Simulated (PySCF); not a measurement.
# Ar⁺: ionisation energy

Ar⁺ [Ne] 3s2 3p5 (2P) → Ar²⁺ [Ne] 3s2 3p4 (3P), as a difference of total energies. Computed with PySCF 2.14 in aug-cc-pVDZ-DK, with scalar relativity by spin-free X2C-1e. Correlated levels: valence: [Ne] frozen. The calculations carry no spin-orbit coupling.

```
           method  ionisation energy (eV)
              UHF                  26.384
SCS-MP2 (valence)                  27.083
   CCSD (valence)                  27.061
CCSD(T) (valence)                  27.074
```

Q: Estimate what CCSDT (valence) gives.

A: 27.074 eV, closest to CCSD(T) (valence) among the rows shown.

Q: Estimate what MP2 (valence) gives.

A: 27.115 eV, closest to SCS-MP2 (valence) among the rows shown.

A first-order spin-orbit estimate (lowest level to lowest level, LS coupling) adds -0.006 eV.

Errors of the correlated levels include the incompleteness of this basis and the frozen core.

For comparison: 27.630 eV (measured; NIST Atomic Spectra Database, ionization energies).
